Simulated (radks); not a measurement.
Charge is removed step by step from the 5p (averaged over the sub-levels emptied) level of the rhenium ion Re2+, starting from [Xe] 4f14 5d5. Calculated with a radial shooting solver on a logarithmic mesh with Libxc functionals: Dirac Kohn-Sham, PBE, spin-unpolarised, spherical densities, point nucleus; open shells are shared between the two j in proportion to 2j + 1.

removed (e)  E - E(0) (eV)  eigenvalue (eV)  E minus straight line (eV)
0                    0.000          -64.246                       0.000
0.125                8.142          -66.026                      -0.804
0.25                16.508          -67.830                      -1.383
0.375               25.100          -69.657                      -1.736
0.5                 33.923          -71.506                      -1.859
0.625               42.978          -73.377                      -1.749
0.75                52.268          -75.267                      -1.404
0.875               61.795          -77.177                      -0.822
1                   71.563          -79.105                       0.000

Removing the whole electron costs 71.563 eV by Delta-SCF, against 64.246 eV from minus the eigenvalue at the starting occupation. Slater's transition state (half an electron removed) gives 71.506 eV. Integrating minus the eigenvalue over the occupation (Janak's theorem) gives 71.563 eV. The mean slope of the eigenvalue, de/dn, is 14.9 eV per electron.
